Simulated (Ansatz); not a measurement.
H4B2Si, SMILES `B=B[SiH3]` (charge 0, multiplicity 1).

Cartesian coordinates (Å):
```xyz
7

B      2.2147    -0.4632     0.0741
B      0.7309    -0.0933     0.1221
Si    -1.1865     0.2865     0.0870
H      3.3519    -0.7442     0.0397
H     -1.6921    -0.6436    -0.9622
H     -1.8917    -0.0151     1.3566
H     -1.5272     1.6729    -0.3156
```
Charge 0, multiplicity 1.

Frozen-core energies in cc-pVTZ from Ansatz (a first-principles code) at a geometry from B3LYP-D3(BJ)/def2-TZVP; the HF reference has <S^2> = 0.00 (restricted, and unstable towards unrestricted orbitals) and the T1 diagnostic is 0.015.

| level | energy (Ha) |
|---|---|
| HF | -340.50225 |
| MP2 | -340.79675 |
| CCSD | -340.84839 |

### Question
Estimate the energies of CCSD(T), CCSDT and CCSDT(Q), and give each level's difference from CCSDT(Q).

### Answer

```tsv
level	energy (Ha)	difference from CCSDT(Q) (mHa)
MP2	-340.79675	71.99
CCSD	-340.84839	20.35
CCSD(T)	-340.86239	6.35
CCSDT	-340.86640	2.34
CCSDT(Q)	-340.86874	0.00
```
